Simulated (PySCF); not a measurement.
How methods differ on the ionisation energy of La(2+)

La(2+) [Xe] 5d1 (2D) → La(3+) [Xe] (1S), as a difference of total energies. Computed with PySCF 2.14 in def2-TZVPPD with the def2 core potential (46 electrons), with scalar relativity through the core potential. Correlated levels: valence: nothing frozen outside the core potential. The calculations carry no spin-orbit coupling.

```csv
method,ionisation energy (eV)
UHF,18.160
MP2 (valence),18.612
SCS-MP2 (valence),18.570
CCSD (valence),18.670
CCSD(T) (valence),18.686
```

How much does correlation contribute at CCSD(T) (valence)?

18.686 − (18.160) = 0.526 eV, measured against UHF.

The reference lies between the lowest fine-structure levels, while these numbers refer to the centres of the terms.

Errors of the correlated levels include the incompleteness of this basis.

For comparison: 19.177 eV (measured; NIST Atomic Spectra Database, ionization energies).
